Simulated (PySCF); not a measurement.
PySCF input (CCSD(T)/cc-pVDZ):

```python
from pyscf import gto, scf, mp, cc as ccmod

mol = gto.M(
    atom='''
    Si   -0.00000000   -0.00000000   -0.10099473
    H     0.00000000    0.00000000    1.41392619
    ''',
    basis='cc-pvdz',
    charge=1,
    spin=0,
    verbose=4,
)

mf = scf.RHF(mol)
mf.conv_tol = 1e-10
mf.max_cycle = 100
mf.kernel()
mp2 = mp.MP2(mf, frozen=5).run()
cc = ccmod.CCSD(mf, frozen=5)
cc.max_cycle = 100
cc.kernel()
et = cc.ccsd_t()
print(f'E(CCSD(T)) = {cc.e_tot + et:.9f}')
```

End of the output:

```
Extra cycle  E= -289.154480944877  delta_E= 1.14e-13  |g|= 2.56e-08  |ddm|= 2.11e-07
converged SCF energy = -289.154480944877

******** <class 'pyscf.mp.mp2.RMP2'> ********
nocc = 2, nmo = 18
frozen orbitals 5
E(RMP2) = -289.212360423865  E_corr = -0.0578794789877639
E(SCS-RMP2) = -289.221107671665  E_corr = -0.0666267267881897
E_corr(same-spin) = -0.00326382461206959
E_corr(oppo-spin) = -0.0546156543756943

******** <class 'pyscf.cc.ccsd.CCSD'> ********
CC2 = 0
CCSD nocc = 2, nmo = 18
frozen orbitals 5
max_cycle = 100
direct = 0
conv_tol = 1e-07
conv_tol_normt = 1e-05
diis_space = 6
diis_start_cycle = 0
diis_start_energy_diff = 1e+09
Init t2, MP2 energy = -289.212360423859  E_corr(MP2) -0.0578794789823106
Init E_corr(CCSD) = -0.0578794789823108
cycle = 1  E_corr(CCSD) = -0.0732783678995938  dE = -0.0153988889  norm(t1,t2) = 0.0507578
cycle = 2  E_corr(CCSD) = -0.0782589801995586  dE = -0.0049806123  norm(t1,t2) = 0.0231303
cycle = 3  E_corr(CCSD) = -0.0819613815077104  dE = -0.00370240131  norm(t1,t2) = 0.0118508
cycle = 4  E_corr(CCSD) = -0.0817960878767362  dE = 0.000165293631  norm(t1,t2) = 0.00191833
cycle = 5  E_corr(CCSD) = -0.0818039822277804  dE = -7.89435104e-06  norm(t1,t2) = 0.000460887
cycle = 6  E_corr(CCSD) = -0.0817959099208866  dE = 8.07230689e-06  norm(t1,t2) = 0.000127804
cycle = 7  E_corr(CCSD) = -0.0817952397808308  dE = 6.70140056e-07  norm(t1,t2) = 3.73292e-05
cycle = 8  E_corr(CCSD) = -0.0817960848952455  dE = -8.45114415e-07  norm(t1,t2) = 7.38055e-06
cycle = 9  E_corr(CCSD) = -0.0817962138991498  dE = -1.29003904e-07  norm(t1,t2) = 2.13008e-06
cycle = 10  E_corr(CCSD) = -0.0817961100036248  dE = 1.03895525e-07  norm(t1,t2) = 6.43803e-07
cycle = 11  E_corr(CCSD) = -0.0817960877950211  dE = 2.22086037e-08  norm(t1,t2) = 1.00435e-07
CCSD converged
E(CCSD) = -289.2362770326719  E_corr = -0.08179608779502114
CCSD(T) correction = -0.00109771143958316
E(CCSD(T)) = -289.237374744
```
